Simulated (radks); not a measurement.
Results of a calculation; reference values are marked as such.
Species: Rh II. Configuration: [Kr] 4d6 5p2 (not the ground configuration).

Code: a radial shooting solver on a logarithmic mesh with Libxc functionals. Model: Dirac Kohn-Sham, BLYP, spin-unpolarised, spherical densities, finite nucleus; open shells fill j = l - 1/2 first; Fermi nuclear charge, rms radius 4.4945 fm.

Energy parts (hartree):
part                        energy
total                  -4784.53698
kinetic                 4988.33107
electron-nucleus      -11553.89550
Hartree                 1919.68129
exchange-correlation    -138.65384

Orbitals (lengths in bohr, moments of r in powers of bohr; <r^-3> diverges for s and p1/2; r(90%) holds 90 % of the orbital's charge):
orbital	occ.	eigenvalue (hartree)	<r>	r(90%)	<r^-3>	small-component weight
1s1/2	2	-847.0034	0.03263	0.0585	-	2.71e-02
2s1/2	2	-123.3685	0.1416	0.219	-	5.62e-03
2p1/2	2	-114.2891	0.1203	0.197	-	5.64e-03
2p3/2	4	-108.9719	0.1252	0.204	3022	5.43e-03
3s1/2	2	-22.60643	0.3905	0.576	-	1.55e-03
3p1/2	2	-19.05336	0.3831	0.578	-	1.50e-03
3p3/2	4	-18.13856	0.3939	0.594	527.9	1.44e-03
3d3/2	4	-11.84446	0.3683	0.585	79.68	1.33e-03
3d5/2	6	-11.66399	0.3718	0.590	75.40	1.31e-03
4s1/2	2	-3.69847	0.9727	1.41	-	3.85e-04
4p1/2	2	-2.60876	1.046	1.54	-	3.33e-04
4p3/2	4	-2.46067	1.076	1.59	85.53	3.18e-04
4d3/2	4	-0.82093	1.400	2.20	7.902	1.95e-04
4d5/2	2	-0.80351	1.415	2.22	7.412	1.92e-04
5p1/2	2	-0.34389	3.276	4.85	-	3.88e-05
5p3/2	0	-0.33087	3.366	4.98	7.526	3.68e-05

The highest occupied level is 5p1/2 at -9.358 eV. The density falls to 0.001 e/bohr^3 at r = 4.65 bohr.
